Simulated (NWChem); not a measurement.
Molecule: C4H5Cl; SMILES C(=CCCl)=C

```xyz
10

C      0.5219    -2.8408     0.1742
C     -0.0142    -1.7006    -0.1695
C     -0.5579    -0.5557    -0.5033
C     -0.7084     0.5862     0.4538
Cl     0.2864     2.0379    -0.0655
H      1.5881    -3.0245     0.0556
H     -0.0747    -3.6512     0.5889
H     -0.9270    -0.4023    -1.5169
H     -1.7374     0.9496     0.4937
H     -0.3718     0.3218     1.4560
```
Atoms are numbered in this order, from 1.

Results from NWChem. Pople sets run with spherical d functions. Coordinates come from a B3LYP/6-31G* (spherical d) optimisation. Vzz is the largest principal value of the second derivative of the potential at the nucleus (NWChem prints the opposite sign); η is the asymmetry. Non-relativistic.

| level | Vzz Cl5 (a.u.) | η Cl5 |
|---|---|---|
| PBE0/6-31G* | 3.654 | 0.03 |
| PBE0/def2-TZVP | ? | 0.03 |
| CAM-B3LYP/6-31G* | 3.649 | 0.02 |

Fill in the missing entries.


- PBE0/def2-TZVP, Vzz Cl5 (a.u.): 3.971
